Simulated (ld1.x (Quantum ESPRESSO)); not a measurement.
Transferability test, TM potential for Ca

- Element: calcium (Ca)
- Generator: ld1.x (Quantum ESPRESSO) 7.5
- Type: norm-conserving Troullier–Martins (Kleinman–Bylander form)
- Functional: PBEsol
- Relativity: non-relativistic
- Frozen core: [Ar]
- Valence charge: 2
- Reference configuration: 3d0 4s1.5 4p0 (charge +0.5)
- Partial waves: 4p (bound, empty): rc 3.45 bohr; 3d (bound, empty): rc 1.75 bohr; 4s (bound): rc 2.45 bohr
- Local potential: the s channel
- Core correction: a·sin(br)/r model core inside 1.50 bohr

Energies are relative to the spin-unpolarised reference configuration 3d0 4s1.5 4p0; without spin polarisation the order of configurations can differ from experiment.

```csv
valence configuration,charge,ΔE all-electron (eV),error AE − PS (meV)
3d0 4s2 4p0,0,-2.494,+0.5
3d0 4s1 4p0,+1,3.787,-0.4
3d1 4s1 4p0,0,-0.313,-143
3d0 4s0 4p1,+1,6.764,-23
3d0 4s0 4p2,0,2.383,-20
```

What are ΔE and the potential's error for 3d0 4s1 4p1?

ΔE = -0.100 eV all-electron; the error (AE − PS) is -2.7 meV.

What are ΔE and the potential's error for 3d1 4s0 4p0?

ΔE = 4.983 eV all-electron; the error (AE − PS) is -245 meV.

Levels in the configuration 3d0 4s0 4p2:

```json
{"level": "4p", "all-electron (eV)": "-2.371", "pseudo (eV)": "-2.372"}
```
